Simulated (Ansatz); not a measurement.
Input for Ansatz (a first-principles code): R-SVWN5/def2-TZVPP on CH3F2Ga (SMILES [CH3][Ga]([F])[F]), a point of a torsion scan.

Ansatz 0.2 input:
```yaml
crystal:
  periodic: [false, false, false]
  atoms:
    - {symbol: C, position_ang: [-1.00169830, -0.10336534, -0.00341836]}
    - {symbol: Ga, position_ang: [1.01243822, 0.09896532, 0.01396516]}
    - {symbol: F, position_ang: [2.14781912, -1.21712003, -0.20528115]}
    - {symbol: F, position_ang: [1.87772193, 1.60403794, 0.24851805]}
    - {symbol: H, position_ang: [-1.39403170, 0.22661514, 0.95586993]}
    - {symbol: H, position_ang: [-1.23212441, -1.15149530, -0.17657050]}
    - {symbol: H, position_ang: [-1.40799133, 0.51959915, -0.79706059]}
basis:
  gaussian:
    orbitals: def2-TZVPP
hamiltonian:
  xc: {name: SVWN5}
scf: {lower_state_search: off}
```

Q: What total energy does the run end on?

A: -2159.9954 hartree.
